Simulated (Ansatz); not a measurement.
CH7AlN2 at its PBE0-D4/def2-TZVP geometry, where that method's forces vanish. The species carries charge 0 and has multiplicity 1. The bonds changed during the relaxation, so this is another structure than the one it started from.

```xyz
11

N    -0.9950   -0.8842    0.0529
C     0.4680   -1.2165    0.3446
Al    0.3548    0.4173   -0.7058
N     0.4545    1.9937    0.1215
H    -1.5257   -0.6630    0.8840
H    -1.4829   -1.5986   -0.4692
H     0.7315   -2.1748   -0.0972
H     0.6472   -1.2490    1.4173
H     0.2985    0.3563   -2.2898
H     0.2684    2.8786   -0.3202
H     0.7807    2.1401    1.0618
```

Task: What forces (eV/Å) does r2SCAN-D4/def2-TZVPP give on these atoms in Ansatz 0.2.0? (Estimate.)

Result: Computed: 
```
N1  -0.208  0.119 -0.090
C2   0.312 -0.068  0.054
Al3 -0.016 -0.024 -0.041
N4  -0.013 -0.066 -0.036
H5  -0.022 -0.019  0.019
H6  -0.026 -0.030  0.008
H7  -0.021  0.002  0.020
H8  -0.017 -0.012 -0.008
H9  -0.003  0.005  0.025
H10  0.012  0.044  0.031
H11  0.002  0.050  0.017
```
